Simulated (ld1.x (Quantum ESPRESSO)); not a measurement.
# Scattering properties, TM potential for Os

osmium (Os), norm-conserving Troullier–Martins (Kleinman–Bylander form), made with ld1.x (Quantum ESPRESSO) 7.5 (PBEsol, scalar-relativistic). Core [Kr] 4d10 4f14, reference 5s2 5p6 5d6 6s1.75 6p0 (charge +0.25). Waves: 5s (bound): rc 1.25 bohr; 5p (bound): rc 1.70 bohr; 5d (bound): rc 2.05 bohr; 5f channel at 0.3 Ry: rc 1.95 bohr. Local part: all-electron potential smoothed inside 1.45 bohr (lloc = -1). Core correction: none.

Occupied shells without a wave of their own: 6s. They enter only through the test configuration that unscreens the potential.

The phase is arctan(r·u′/u) with u = r·R(r), unwrapped; energies in Ry, scanned from -9 to 5 Ry. A pole is an energy at which the radial function vanishes at the test radius. The pseudo phase is shifted by a multiple of π to meet the all-electron one at the reference energy, and phase errors are pseudo minus all-electron; the curves can meet again beyond the range given. Levels narrower than the energy grid can be missing from the lists of poles.

```json
{"channel": "s", "radius (bohr)": "2.25", "reference energy (Ry)": "-6.87", "poles, all-electron": "-6.81, 3.75", "poles, pseudo": "-6.81, 3.58", "unbroken range about the reference energy with phases within 0.05 rad": "the whole range", "phase error 1 Ry above the reference energy (rad)": "+0.000"}
{"channel": "p", "radius (bohr)": "2.25", "reference energy (Ry)": "-3.88", "poles, all-electron": "-3.67", "poles, pseudo": "-3.67", "unbroken range about the reference energy with phases within 0.05 rad": "below 0.5", "phase error 1 Ry above the reference energy (rad)": "-0.001"}
{"channel": "d", "radius (bohr)": "2.25", "reference energy (Ry)": "-0.60", "poles, all-electron": "0.36", "poles, pseudo": "0.36", "unbroken range about the reference energy with phases within 0.05 rad": "below 3.6", "phase error 1 Ry above the reference energy (rad)": "-0.001"}
{"channel": "f", "radius (bohr)": "2.25", "reference energy (Ry)": "0.30", "poles, all-electron": "-3.95, 4.84", "poles, pseudo": "4.51", "unbroken range about the reference energy with phases within 0.05 rad": "-3.9 to 2.0", "phase error 1 Ry above the reference energy (rad)": "-0.005"}
```

Phases in the p channel:

```
E (Ry)  all-electron  pseudo
 -9.00         1.408   1.408
 -8.52         1.403   1.402
 -8.04         1.396   1.396
 -7.56         1.388   1.388
 -7.08         1.379   1.379
 -6.60         1.368   1.368
 -6.12         1.353   1.353
 -5.64         1.334   1.333
 -5.16         1.302   1.302
 -4.68         1.235   1.234
 -4.20         0.848   0.846
 -3.72        -1.537  -1.538
 -3.24        -1.704  -1.704
 -2.76        -1.762  -1.763
 -2.28        -1.803  -1.804
 -1.80        -1.842  -1.844
 -1.32        -1.887  -1.891
 -0.84        -1.946  -1.952
 -0.36        -2.029  -2.041
  0.12        -2.161  -2.186
  0.60        -2.399  -2.460
  1.08        -2.865  -3.007
  1.56        -3.550  -3.715
  2.04        -4.043  -4.149
  2.52        -4.296  -4.364
  3.00        -4.434  -4.484
  3.48        -4.519  -4.560
  3.96        -4.577  -4.614
  4.44        -4.620  -4.655
  4.92        -4.653  -4.688
```
